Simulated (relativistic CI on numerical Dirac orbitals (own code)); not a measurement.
# What each ingredient does to the levels of Eu³⁴⁺

Base calculation: Dirac-Coulomb-Breit CI, orbitals from a KLI potential per configuration, a model potential for QED, unscaled Slater integrals.

CI space (outside the closed core [Ar]): 3d10.4s, 3d10.4p, 3d10.4d, 3d10.4f, 3d10.5s, 3d10.5p, 3d10.5d, 3d10.5f, 3d10.5g, 3d10.6s, 3d10.6p, 3d10.6d, 3d9.4s2, 3d10.6f, 3d10.7s, 3d9.4s.4p, 3d10.8s, 3d9.4s.4d, 3d9.4s.4f, 3d9.4s.5s, 3d9.4s.5p, 3d9.4s.5d, 3d9.4s.5f. Double excitations out of closed p, d and f shells are left out; levels of such configurations are missing from the list, as are those of other unlisted configurations, and high levels can miss mixing partners.

Variants: (1) P86 correlation estimate; (2) one mean potential for all configurations. Shifts of the energy above 3d10.4s 2S_1/2, in eV, for the lowest level and the first level of each name with at least 55 % of one term (blank where a level changes its place among those of its configuration and J or its character, or is not in the variant):

```csv
Level,Base,Δ(1),Δ(2)
3d10.4s 2S_1/2,0.000,0.000,0.000
3d10.4p 2P°_1/2,71.930,+0.082,+0.021
3d10.4p 2P°_3/2,114.733,+0.082,+0.021
3d10.4d 2D_3/2,229.747,+0.127,+0.009
3d10.4d 2D_5/2,238.656,+0.127,+0.009
3d10.4f 2F°_5/2,361.729,+0.328,-0.068
3d10.4f 2F°_7/2,363.513,+0.328,-0.067
3d10.5s 2S_1/2,591.870,-0.301,-0.033
3d10.5p 2P°_1/2,626.401,-0.267,-0.010
3d10.5p 2P°_3/2,646.141,-0.267,-0.007
3d10.5d 2D_3/2,700.123,-0.271,-0.023
3d10.5d 2D_5/2,704.373,-0.271,-0.021
3d10.5f 2F°_5/2,758.469,+0.298,-0.043
3d10.5f 2F°_7/2,759.564,+0.298,-0.042
3d10.5g 2G_7/2,784.371,+0.286,-0.023
3d10.5g 2G_9/2,784.786,+0.286,-0.022
3d10.6s 2S_1/2,882.702,-0.194,+0.001
3d10.6p 2P°_1/2,901.768,-0.195,+0.029
3d10.6p 2P°_3/2,912.539,-0.195,+0.019
3d10.6d 2D_3/2,942.209,-0.195,+0.014
3d10.6d 2D_5/2,944.584,-0.195,+0.008
3d9.4s2 2D_5/2,970.306,+1.331,+1.583
```

At this charge energies of transitions that change n are usually good to better than 1 %, and those within a shell (Δn = 0) to a few per cent.

Ionisation energy from the two ground configurations alone: base 1454.12 eV. The NIST ASD value (semi-empirical) is 1456.06 eV.

LS names give the leading component of a level, which can be under half, so a name can repeat, a term be missing and a line seem to break the LS rules.
